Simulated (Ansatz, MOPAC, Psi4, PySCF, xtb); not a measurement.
Two geometries of PGME, SMILES COCC(O)C (C4H10O2), relaxed at B3LYP-D3(BJ)/def2-SVP with one dihedral held; other torsions can differ between them too.

Structure A

```
16

C      2.5684     0.3846    -0.0771
O      1.3808    -0.2180     0.3609
C      0.2290     0.1882    -0.3463
C     -0.9393    -0.6451     0.1736
C     -1.2479    -0.3633     1.6439
O     -0.6732    -2.0168    -0.0525
H      2.5384     1.4862     0.0417
H      3.3941    -0.0113     0.5319
H      2.7751     0.1629    -1.1435
H      0.0405     1.2727    -0.2055
H      0.3597     0.0024    -1.4311
H     -1.8243    -0.3984    -0.4381
H     -0.3512    -0.5344     2.2591
H     -1.5721     0.6795     1.7931
H     -2.0471    -1.0341     1.9913
H      0.2199    -2.1679     0.2925
```

Structure B

```
16

C      1.5453    -0.1071     1.7115
O      1.3904    -0.4424     0.3578
C      0.2324     0.0874    -0.2442
C     -1.0437    -0.7321     0.0568
C     -1.3176    -1.7899    -1.0035
O     -2.1646     0.1056     0.2931
H      0.7171    -0.4792     2.3462
H      2.4806    -0.5659     2.0637
H      1.6113     0.9904     1.8555
H      0.0481     1.1227     0.1057
H      0.4280     0.1237    -1.3295
H     -0.8712    -1.2382     1.0211
H     -1.5144    -1.3180    -1.9833
H     -0.4421    -2.4477    -1.1218
H     -2.1900    -2.4040    -0.7346
H     -2.4368     0.4868    -0.5533
```

Problem. Which is lower in energy at the level CCSD(T) on RHF/cc-pVDZ, frozen core // B3LYP-D3(BJ)/def2-SVP run with Ansatz (a first-principles code), and by how much?

Solution. A is lower, by 25.16 kJ/mol (dihedral O2–C3–C4–O6: -60° in A, 140° in B).

E(B) − E(A) in kJ/mol at the other levels, on the same two geometries: B3LYP/def2-TZVP // B3LYP-D3(BJ)/def2-SVP (Psi4) 20.15; B3LYP-D3(BJ)/def2-TZVP // B3LYP-D3(BJ)/def2-SVP (Psi4) 19.84; PBE/def2-TZVP // B3LYP-D3(BJ)/def2-SVP (Psi4) 19.19; PBE-D3(BJ)/def2-TZVP // B3LYP-D3(BJ)/def2-SVP (Psi4) 18.99; M06-2X/def2-TZVP // B3LYP-D3(BJ)/def2-SVP (Psi4) 22.26; RHF/cc-pVDZ // B3LYP-D3(BJ)/def2-SVP (Ansatz) 26.48; MP2 on RHF/cc-pVDZ, frozen core // B3LYP-D3(BJ)/def2-SVP (Ansatz) 26.36; CCSD on RHF/cc-pVDZ, frozen core // B3LYP-D3(BJ)/def2-SVP (Ansatz) 25.39; AM1, restricted, heats of formation // B3LYP-D3(BJ)/def2-SVP (MOPAC) 4.71; PM7, restricted, heats of formation // B3LYP-D3(BJ)/def2-SVP (MOPAC) 1.63; GFN1-xTB // B3LYP-D3(BJ)/def2-SVP (xtb) 8.55; restricted B3LYP/6-31G*, spherical d, density fitting // B3LYP-D3(BJ)/def2-SVP (PySCF) 23.54; restricted LDA (SVWN5)/6-31G*, spherical d, density fitting // B3LYP-D3(BJ)/def2-SVP (PySCF) 26.04; restricted MP2 (frozen core)/3-21G // B3LYP-D3(BJ)/def2-SVP (PySCF) 30.74; restricted B3LYP/LANL2DZ // B3LYP-D3(BJ)/def2-SVP (PySCF) 20.07.
